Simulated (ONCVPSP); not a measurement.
**An all-electron radial function and its pseudo partner (carbon (C))**

Columns: radius, all-electron u(r) and pseudo u(r) of the 2s shell (level -14.19 eV) of carbon in the configuration [He] 2s1 2p3; PBE, non-relativistic, ONCV scheme, ONCVPSP 4.0.1.

| r (bohr) | all-electron | pseudo |
| --- | --- | --- |
| 0.152 | -0.3490 | 0.0744 |
| 0.305 | -0.1435 | 0.1770 |
| 0.458 | 0.1633 | 0.3134 |
| 0.610 | 0.4284 | 0.4717 |
| 0.762 | 0.6213 | 0.6265 |
| 0.915 | 0.7438 | 0.7437 |
| 1.068 | 0.8058 | 0.8058 |
| 1.220 | 0.8220 | 0.8220 |
| 1.372 | 0.8064 | 0.8064 |
| 1.525 | 0.7693 | 0.7693 |
| 1.678 | 0.7194 | 0.7194 |
| 1.830 | 0.6629 | 0.6629 |
| 1.982 | 0.6039 | 0.6039 |
| 2.135 | 0.5448 | 0.5448 |
| 2.288 | 0.4879 | 0.4879 |
| 2.440 | 0.4347 | 0.4347 |
| 2.592 | 0.3855 | 0.3855 |
| 2.745 | 0.3402 | 0.3402 |
| 2.898 | 0.2992 | 0.2992 |
| 3.050 | 0.2627 | 0.2627 |
| 3.202 | 0.2301 | 0.2301 |
| 3.355 | 0.2010 | 0.2010 |
| 3.508 | 0.1752 | 0.1752 |
| 3.660 | 0.1527 | 0.1527 |
| 3.812 | 0.1329 | 0.1329 |
| 3.965 | 0.1154 | 0.1154 |

How many radial nodes do the two functions have?

The all-electron 2s function has n − l − 1 = 1; the pseudo-wave has 0, since the states of the same l below it are removed with the core.

At about which radius was the pseudo-wave matched?

1.10 bohr. The columns agree to 0.0005 from 0.92 bohr on; several derivatives are matched, so the curves merge somewhat inside the radius.

Is the pseudo-wave norm-conserving?

Yes: the ONCV scheme keeps the norm inside the radius equal to the all-electron one, which fixes the energy derivative of the logarithmic derivative at the level.
